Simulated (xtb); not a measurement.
Input file for xtb: GFN2-xTB on MgS, 2S+1 = 1, a spin state set in the input, which need not be the lowest, a point of a bond scan (R = 2.089 Å).

```
$ xtb mol.xyz --gfn 2 --sp --chrg 0 --uhf 0
2

Mg     0.00000000     0.00000000     0.00000000
S      0.00000000     0.00000000     2.08898400
```

The head of its log:

```
[...]
           -------------------------------------------------
          |                Calculation Setup                |
           -------------------------------------------------



           -------------------------------------------------
          |                 G F N 2 - x T B                 |
           -------------------------------------------------

        Reference                      10.1021/acs.jctc.8b01176
      * Hamiltonian:
        H0-scaling (s, p, d)           1.850000    2.230000    2.230000
        zeta-weighting                 0.500000
      * Dispersion:
        s8                             2.700000
        a1                             0.520000
        a2                             5.000000
        s9                             5.000000
      * Repulsion:
        kExp                           1.500000    1.000000
        rExp                           1.000000
      * Coulomb:
        alpha                          2.000000
        third order                    shell-resolved
        anisotropic                    true
        a3                             3.000000
        a5                             4.000000
        cn-shift                       1.200000
        cn-exp                         4.000000
        max-rad                        5.000000


          ...................................................
          :                      SETUP                      :
          :.................................................:
          :  # basis functions                  20          :
          :  # atomic orbitals                  18          :
          :  # shells                            6          :
          :  # electrons                         8          :
          :  max. iterations                   250          :
          :  Hamiltonian                  GFN2-xTB          :
          :  restarted?                      false          :
          :  GBSA solvation                  false          :
          :  PC potential                    false          :
          :  electronic temp.          300.0000000     K    :
          :  accuracy                    1.0000000          :
          :  -> integral cutoff          0.2500000E+02      :
          :  -> integral neglect         0.1000000E-07      :
          :  -> SCF convergence          0.1000000E-05 Eh   :
          :  -> wf. convergence          0.1000000E-03 e    :
          :  Broyden damping             0.4000000          :
          :  net charge                          0          :
          :  unpaired electrons                  0          :
          ...................................................

 iter      E             dE          RMSdq      gap      omega  full diag
   1     -2.5458303 -0.254583E+01  0.257E+01    1.63       0.0  T
   2     -2.7459028 -0.200072E+00  0.273E+01    9.20       1.0  T
```

Question: Give the final energy of this run.

Answer: -3.7745 hartree.
